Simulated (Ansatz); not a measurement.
Compare A (`C[O][Sn][CH3]`) with its isomer B (`C1[CH2][SnH2][O]1`).

Calculated with Ansatz (gas phase, PBE0-D4/def2-TZVP geometries, no zero-point term in ΔE). CCSD(T)/CBS adds triple-zeta CCSD(T) − MP2 to the extrapolated MP2 energy (def2 sets, frozen cores). DFT in def2-TZVPP. B3LYP here is the variant with VWN-RPA as its local correlation; programs differ in this. Elements past krypton have def2 core potentials. For Sn outer-core shells are correlated without core-valence functions, which leaves a few kJ/mol of doubt a bond. Each species was taken in one conformer, which may not be the lowest.

(1) Which isomer does CCSD(T)/CBS put lower? Give the gap. (An estimate is asked.)

(2) Give E(B) − E(A) in kJ/mol with ωB97M-V, CCSD(T)/def2-TZVPP, B2PLYP, r2SCAN-D4, MP2/def2-TZVPP, CCSD/def2-TZVPP, B3LYP-D4. (Estimate.)

Largest T1 diagnostic: 0.017.

Results:

(1) Ansatz gave: A, by 110.5 kJ/mol.

(2) Ansatz gave: ωB97M-V 112.9, CCSD(T)/def2-TZVPP 106.4, B2PLYP 129.0, r2SCAN-D4 115.5, MP2/def2-TZVPP 112.0, CCSD/def2-TZVPP 109.4, B3LYP-D4 138.9. None reverses the order clearly.

In def2-TZVPP, CCSD(T) changes the Hartree–Fock value by −14.2 kJ/mol (the triples alone add −3.0 kJ/mol) and MP2 by −8.6 kJ/mol. From PBE to PBE0 (25 % exact exchange), in def2-TZVPP and without D4, E(B) − E(A) moves by −12.1 kJ/mol.
